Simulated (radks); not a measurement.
Values are calculated unless marked as measured or tabulated.
Charge is removed step by step from the 5s1/2 level of Mo, starting from [Kr] 4d5 5s1. Code: a radial shooting solver on a logarithmic mesh with Libxc functionals. Model: Dirac Kohn-Sham, LDA (Slater exchange, Perdew-Wang correlation), spin-unpolarised, spherical densities, finite nucleus; open shells fill j = l - 1/2 first; Fermi nuclear charge, rms radius 4.4091 fm.

| removed (e) | E - E(0) (eV) | eigenvalue (eV) | E minus straight line (eV) |
|---|---|---|---|
| 0 | 0.000 | -4.302 | 0.000 |
| 0.25 | 1.248 | -5.690 | -0.541 |
| 0.5 | 2.849 | -7.129 | -0.728 |
| 0.75 | 4.816 | -8.607 | -0.551 |
| 1 | 7.155 | -10.114 | 0.000 |

Removing the whole electron costs 7.155 eV by Delta-SCF, against 4.302 eV from minus the eigenvalue at the starting occupation. Slater's transition state (half an electron removed) gives 7.129 eV. Integrating minus the eigenvalue over the occupation (Janak's theorem) gives 7.155 eV. The mean slope of the eigenvalue, de/dn, is 5.81 eV per electron. Ionisation energy of Mo in the NIST Atomic Spectra Database: 7.092 eV (measured).

Beside tabulated values, note that spin-unpolarised runs miss the spin-polarisation part of the exchange energy of open shells.
